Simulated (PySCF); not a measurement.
Rhodium: highly charged ions in a basis for the neutral atom

Rh¹⁴⁺ [Ar] 3d10 4s2 4p1, Rh¹⁵⁺ [Ar] 3d10 4s2. Calculation: PySCF 2.14, in cc-pVDZ-PP with ECP28MDF (4s4p3d1f, 38 functions); scalar relativity through the core potential. No spin-orbit coupling, so a gap to NIST mixes the basis error with missing relativistic terms.

Changed run: basis of the neutral atom used for a highly charged ion. This setting is unsound on purpose.

```tsv
species	method	sound run (hartree)	changed run (hartree)	converged
Rh¹⁴⁺	UHF	not run	-41.05904	yes
Rh¹⁴⁺	PBE0	not run	-41.19236	yes
Rh¹⁴⁺	B3LYP	not run	-41.20316	yes
Rh¹⁵⁺	UHF	not run	-29.10178	yes
Rh¹⁵⁺	PBE0	not run	-29.20245	yes
Rh¹⁵⁺	B3LYP	not run	-29.20320	yes
```

Ionisation energy of Rh¹⁴⁺:

```csv
method,changed run (eV),NIST (eV)
UHF,325.37,331.58 ± 0.14
PBE0,326.26,331.58 ± 0.14
B3LYP,326.54,331.58 ± 0.14
```

The contracted functions were made for the neutral atom and can be too rigid for a highly charged ion.
